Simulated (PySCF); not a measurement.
C₄H₁₀Cl₂Si, singlet, geometry from GFN2-xTB, atoms displaced at random by about 0.03 Å a coordinate; B3LYP/STO-3G, gradient by finite differences run with PySCF.

Here is a job for PySCF.
```python
from pyscf import gto, scf, dft

mol = gto.Mole()
mol.atom = '''
    C    -0.60812705    2.29139330   -1.17011051
    C    -0.98375231    1.25082717   -0.05797503
    C    -2.28072850    0.62505941   -0.32384722
    Si    0.39594514   -0.05772227    0.20233461
    C     2.12333783    0.78881148    0.56891387
    Cl   -0.06765411   -1.26961604    1.76125309
    Cl    0.56690103   -1.16843964   -1.44796519
    H    -0.55620059    1.70329982   -2.01116565
    H     0.27742389    2.80222322   -0.95422309
    H    -1.43179895    2.99549128   -1.22210455
    H    -1.06115972    1.77559691    0.90401320
    H    -3.08001548    1.27687592   -0.47654433
    H    -2.24084440    0.02070905   -1.19683994
    H    -2.60068255   -0.17030933    0.51202098
    H     2.43578625    1.33564771   -0.28206765
    H     2.08441019    1.40146762    1.43537171
    H     2.81958962    0.00477571    0.72653223
'''
mol.basis = 'sto-3g'
mol.verbose = 4
mol.build()

mf = dft.RKS(mol)
mf.xc = 'b3lyp'
mf.conv_tol = 1e-11
mf.kernel()
scan, done = mf.as_scanner(), []
scan.scf_summary = {}
def energy(d):
    c = mol.atom_coords()
    c[0, 2] += d
    e = scan(mol.set_geom_(c, unit='Bohr', inplace=False))
    done.append(scan.converged)
    return e
h = 0.2
fd = (energy(h) - energy(-h)) / (2 * h)
print('dE/dx =', fd)
```

Task: Predict the main parts of the log of this PySCF run.

Result: 
```
PySCF version 2.14.0

[INPUT] verbose = 4
[INPUT] num. atoms = 17
[INPUT] num. electrons = 82
[INPUT] charge = 0
[INPUT] spin (= nelec alpha-beta = 2S) = 0
[INPUT] symmetry False subgroup None
[INPUT] Mole.unit = angstrom
[INPUT] Symbol           X                Y                Z      unit          X                Y                Z       unit  Magmom
[...]
nuclear repulsion = 561.706533916521
number of shells = 37
number of NR pGTOs = 171
number of NR cGTOs = 57
basis = sto-3g
ecp = {}

******** <class 'pyscf.dft.rks.RKS'> ********
method = RKS
initial guess = minao
damping factor = 0
level_shift factor = 0
DIIS = <class 'pyscf.scf.diis.CDIIS'>
diis_start_cycle = 1
diis_space = 8
diis_damp = 0
SCF conv_tol = 1e-11
SCF conv_tol_grad = None
SCF max_cycles = 50
direct_scf = True
direct_scf_tol = 1e-13
XC library pyscf.dft.libxc version 7.1.2
    S. Lehtola, C. Steigemann, M. J. T. Oliveira, and M. A. L. Marques,  SoftwareX 7, 1–5 (2018)
XC functionals = b3lyp
    P. J. Stephens, F. J. Devlin, C. F. Chabalowski, and M. J. Frisch,  J. Phys. Chem. 98, 11623 (1994)
radial grids:
    Treutler-Ahlrichs [JCP 102, 346 (1995); DOI:10.1063/1.469408] (M4) radial grids

becke partition: Becke, JCP 88, 2547 (1988); DOI:10.1063/1.454033
pruning grids: <function nwchem_prune>
grids dens level: 3
symmetrized grids: False
atomic radii adjust function: <function treutler_atomic_radii_adjust>
small_rho_cutoff = 0
Set gradient conv threshold to 3.16228e-06
Initial guess from minao.
tot grids = 211496
init E= -1353.06265081394
[...]
cycle= 1 E= -1353.10340667392  delta_E= -0.0408  |g|= 0.432  |ddm|= 4.82
[...]
cycle= 2 E= -1353.13060542404  delta_E= -0.0272  |g|= 0.372  |ddm|= 1.53
[...]
cycle= 3 E= -1353.18408667401  delta_E= -0.0535  |g|= 0.0166  |ddm|= 0.692
[...]
cycle= 4 E= -1353.18418373225  delta_E= -9.71e-05  |g|= 0.00727  |ddm|= 0.0422
[...]
cycle= 5 E= -1353.18420128717  delta_E= -1.76e-05  |g|= 0.000955  |ddm|= 0.0124
[...]
cycle= 6 E= -1353.1842016134  delta_E= -3.26e-07  |g|= 7.23e-05  |ddm|= 0.00164
[...]
cycle= 7 E= -1353.18420161534  delta_E= -1.94e-09  |g|= 2.67e-05  |ddm|= 0.000165
[...]
cycle= 8 E= -1353.18420161557  delta_E= -2.35e-10  |g|= 3.88e-06  |ddm|= 4.47e-05
[...]
cycle= 9 E= -1353.18420161557  delta_E= -1.82e-12  |g|= 6.38e-07  |ddm|= 6.87e-06
[...]
Extra cycle  E= -1353.18420161558  delta_E= -1.82e-12  |g|= 6.76e-07  |ddm|= 1.95e-06
converged SCF energy = -1353.18420161558
Create scanner for <class 'pyscf.dft.rks.RKS'>

WARN: Mole.unit (angstrom) is changed to Bohr

New geometry
   1 C     -0.608127050000   2.291393300000  -1.064275067816 AA   -1.149193573440   4.330105780663  -2.011188399375 Bohr
   2 C     -0.983752310000   1.250827170000  -0.057975030000 AA   -1.859022440308   2.363720780465  -0.109556928763 Bohr
   3 C     -2.280728500000   0.625059410000  -0.323847220000 AA   -4.309952229490   1.181191096482  -0.611982552002 Bohr
   4 Si     0.395945140000  -0.057722270000   0.202334610000 AA    0.748227874953  -0.109079281588   0.382356998421 Bohr
   5 C      2.123337830000   0.788811480000   0.568913870000 AA    4.012526968628   1.490637661113   1.075091402766 Bohr
   6 Cl    -0.067654110000  -1.269616040000   1.761253090000 AA   -0.127847739101  -2.399226598955   3.328285976144 Bohr
   7 Cl     0.566901030000  -1.168439640000  -1.447965190000 AA    1.071287686434  -2.208030912685  -2.736257647004 Bohr
   8 H     -0.556200590000   1.703299820000  -2.011165650000 AA   -1.051066785422   3.218770167821  -3.800552269633 Bohr
   9 H      0.277423890000   2.802223220000  -0.954223090000 AA    0.524255172511   5.295434425697  -1.803220301836 Bohr
  10 H     -1.431798950000   2.995491280000  -1.222104550000 AA   -2.705707880940   5.660658127723  -2.309442895085 Bohr
  11 H     -1.061159720000   1.775596910000   0.904013200000 AA   -2.005301245220   3.355391867524   1.708337360992 Bohr
  12 H     -3.080015480000   1.276875920000  -0.476544330000 AA   -5.820385716621   2.412945783852  -0.900538269914 Bohr
  13 H     -2.240844400000   0.020709050000  -1.196839940000 AA   -4.234582203765   0.039134432800  -2.261699701541 Bohr
  14 H     -2.600682550000  -0.170309330000   0.512020980000 AA   -4.914577756435  -0.321837990158   0.967579422231 Bohr
  15 H      2.435786250000   1.335647710000  -0.282067650000 AA    4.602968910481   2.524008370802  -0.533030607100 Bohr
  16 H      2.084410190000   1.401467620000   1.435371710000 AA    3.938964390353   2.648389974246   2.712459418849 Bohr
  17 H      2.819589620000   0.004775710000   0.726532230000 AA    5.328252165466   0.009024783950   1.372946935370 Bohr

******** <class 'pyscf.scf.hf.RKS_Scanner'> ********
method = RKS_Scanner
initial guess = minao
damping factor = 0
level_shift factor = 0
DIIS = <class 'pyscf.scf.diis.CDIIS'>
diis_start_cycle = 1
diis_space = 8
diis_damp = 0
SCF conv_tol = 1e-11
SCF conv_tol_grad = None
SCF max_cycles = 50
direct_scf = True
direct_scf_tol = 1e-13
XC library pyscf.dft.libxc version 7.1.2
    S. Lehtola, C. Steigemann, M. J. T. Oliveira, and M. A. L. Marques,  SoftwareX 7, 1–5 (2018)
XC functionals = b3lyp
    P. J. Stephens, F. J. Devlin, C. F. Chabalowski, and M. J. Frisch,  J. Phys. Chem. 98, 11623 (1994)
radial grids:
    Treutler-Ahlrichs [JCP 102, 346 (1995); DOI:10.1063/1.469408] (M4) radial grids

becke partition: Becke, JCP 88, 2547 (1988); DOI:10.1063/1.454033
pruning grids: <function nwchem_prune>
grids dens level: 3
symmetrized grids: False
atomic radii adjust function: <function treutler_atomic_radii_adjust>
small_rho_cutoff = 0
Set gradient conv threshold to 3.16228e-06
tot grids = 211496
init E= -1353.17931253143
[...]
cycle= 1 E= -1353.18186588244  delta_E= -0.00255  |g|= 0.032  |ddm|= 0.194
[...]
cycle= 2 E= -1353.18214470085  delta_E= -0.000279  |g|= 0.0219  |ddm|= 0.0844
[...]
cycle= 3 E= -1353.18229383143  delta_E= -0.000149  |g|= 0.00511  |ddm|= 0.0402
[...]
cycle= 4 E= -1353.18230209256  delta_E= -8.26e-06  |g|= 0.000593  |ddm|= 0.00812
[...]
cycle= 5 E= -1353.18230221864  delta_E= -1.26e-07  |g|= 0.000167  |ddm|= 0.00123
[...]
cycle= 6 E= -1353.18230222711  delta_E= -8.46e-09  |g|= 2.92e-05  |ddm|= 0.000263
[...]
cycle= 7 E= -1353.18230222743  delta_E= -3.25e-10  |g|= 7e-06  |ddm|= 6.68e-05
[...]
cycle= 8 E= -1353.18230222745  delta_E= -1.68e-11  |g|= 1.57e-06  |ddm|= 1.34e-05
[...]
cycle= 9 E= -1353.18230222745  delta_E= -6.82e-13  |g|= 1.41e-07  |ddm|= 3.06e-06
[...]
Extra cycle  E= -1353.18230222745  delta_E= -3.41e-12  |g|= 8.44e-08  |ddm|= 5.72e-07
converged SCF energy = -1353.18230222745

WARN: Mole.unit (angstrom) is changed to Bohr

New geometry
   1 C     -0.608127050000   2.291393300000  -1.275945952184 AA   -1.149193573440   4.330105780663  -2.411188399375 Bohr
   2 C     -0.983752310000   1.250827170000  -0.057975030000 AA   -1.859022440308   2.363720780465  -0.109556928763 Bohr
   3 C     -2.280728500000   0.625059410000  -0.323847220000 AA   -4.309952229490   1.181191096482  -0.611982552002 Bohr
   4 Si     0.395945140000  -0.057722270000   0.202334610000 AA    0.748227874953  -0.109079281588   0.382356998421 Bohr
   5 C      2.123337830000   0.788811480000   0.568913870000 AA    4.012526968628   1.490637661113   1.075091402766 Bohr
   6 Cl    -0.067654110000  -1.269616040000   1.761253090000 AA   -0.127847739101  -2.399226598955   3.328285976144 Bohr
   7 Cl     0.566901030000  -1.168439640000  -1.447965190000 AA    1.071287686434  -2.208030912685  -2.736257647004 Bohr
   8 H     -0.556200590000   1.703299820000  -2.011165650000 AA   -1.051066785422   3.218770167821  -3.800552269633 Bohr
   9 H      0.277423890000   2.802223220000  -0.954223090000 AA    0.524255172511   5.295434425697  -1.803220301836 Bohr
  10 H     -1.431798950000   2.995491280000  -1.222104550000 AA   -2.705707880940   5.660658127723  -2.309442895085 Bohr
  11 H     -1.061159720000   1.775596910000   0.904013200000 AA   -2.005301245220   3.355391867524   1.708337360992 Bohr
  12 H     -3.080015480000   1.276875920000  -0.476544330000 AA   -5.820385716621   2.412945783852  -0.900538269914 Bohr
  13 H     -2.240844400000   0.020709050000  -1.196839940000 AA   -4.234582203765   0.039134432800  -2.261699701541 Bohr
  14 H     -2.600682550000  -0.170309330000   0.512020980000 AA   -4.914577756435  -0.321837990158   0.967579422231 Bohr
  15 H      2.435786250000   1.335647710000  -0.282067650000 AA    4.602968910481   2.524008370802  -0.533030607100 Bohr
  16 H      2.084410190000   1.401467620000   1.435371710000 AA    3.938964390353   2.648389974246   2.712459418849 Bohr
  17 H      2.819589620000   0.004775710000   0.726532230000 AA    5.328252165466   0.009024783950   1.372946935370 Bohr

******** <class 'pyscf.scf.hf.RKS_Scanner'> ********
method = RKS_Scanner
initial guess = minao
damping factor = 0
level_shift factor = 0
DIIS = <class 'pyscf.scf.diis.CDIIS'>
diis_start_cycle = 1
diis_space = 8
diis_damp = 0
SCF conv_tol = 1e-11
SCF conv_tol_grad = None
SCF max_cycles = 50
direct_scf = True
direct_scf_tol = 1e-13
XC library pyscf.dft.libxc version 7.1.2
    S. Lehtola, C. Steigemann, M. J. T. Oliveira, and M. A. L. Marques,  SoftwareX 7, 1–5 (2018)
XC functionals = b3lyp
    P. J. Stephens, F. J. Devlin, C. F. Chabalowski, and M. J. Frisch,  J. Phys. Chem. 98, 11623 (1994)
radial grids:
    Treutler-Ahlrichs [JCP 102, 346 (1995); DOI:10.1063/1.469408] (M4) radial grids

becke partition: Becke, JCP 88, 2547 (1988); DOI:10.1063/1.454033
pruning grids: <function nwchem_prune>
grids dens level: 3
symmetrized grids: False
atomic radii adjust function: <function treutler_atomic_radii_adjust>
small_rho_cutoff = 0
Set gradient conv threshold to 3.16228e-06
tot grids = 211496
init E= -1353.17317315424
[...]
cycle= 1 E= -1353.15564765746  delta_E= 0.0175  |g|= 0.0765  |ddm|= 0.375
[...]
cycle= 2 E= -1353.15618430197  delta_E= -0.000537  |g|= 0.0712  |ddm|= 0.215
[...]
cycle= 3 E= -1353.15776974736  delta_E= -0.00159  |g|= 0.00977  |ddm|= 0.114
[...]
cycle= 4 E= -1353.15779925764  delta_E= -2.95e-05  |g|= 0.00162  |ddm|= 0.0149
[...]
cycle= 5 E= -1353.15780010881  delta_E= -8.51e-07  |g|= 0.000274  |ddm|= 0.00274
[...]
cycle= 6 E= -1353.15780013231  delta_E= -2.35e-08  |g|= 6.83e-05  |ddm|= 0.000492
[...]
cycle= 7 E= -1353.15780013394  delta_E= -1.63e-09  |g|= 1.74e-05  |ddm|= 0.000139
[...]
cycle= 8 E= -1353.15780013403  delta_E= -9.21e-11  |g|= 2.17e-06  |ddm|= 2.98e-05
[...]
cycle= 9 E= -1353.15780013403  delta_E= 9.09e-13  |g|= 2.86e-07  |ddm|= 5.99e-06
[...]
Extra cycle  E= -1353.15780013403  delta_E= -3.64e-12  |g|= 1.81e-07  |ddm|= 1.11e-06
converged SCF energy = -1353.15780013403
dE/dx = -0.061255233545693955
```
